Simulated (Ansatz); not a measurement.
Species: CH₃Si, net charge 1, singlet state. SMILES of the parent species: [SiH]=C
Coordinates optimised at B3LYP-D3(BJ)/def2-TZVP (Ansatz, a first-principles code):
```
C
H 1 1.0925
H 1 1.0925 2 112.93
Si 1 1.7324 2 120.40 3 -152.26
H 4 1.4832 1 123.13 2 -104.90
```
Charge +1, spin multiplicity 1.

Parts of the frozen-core correlation energy in STO-3G (Ansatz, hartree). Frozen orbitals: 6; correlated occupied orbitals by spin: 5 and 5; virtual: 6 and 6. Spin-orbit coupling is left out. Non-relativistic. The restricted reference is unstable.

| term | value |
|---|---|
| reference (HF) | -324.41333 |
| MP2 opposite-spin | -0.09357 |
| MP2 same-spin | -0.01449 |
| CCSD correlation | -0.14756 |
| (T) | -0.00427 |
| FCI minus CCSD(T) | -0.00099 |
| T1 diagnostic | 0.042 |
| largest doubles amplitude | 0.295 |
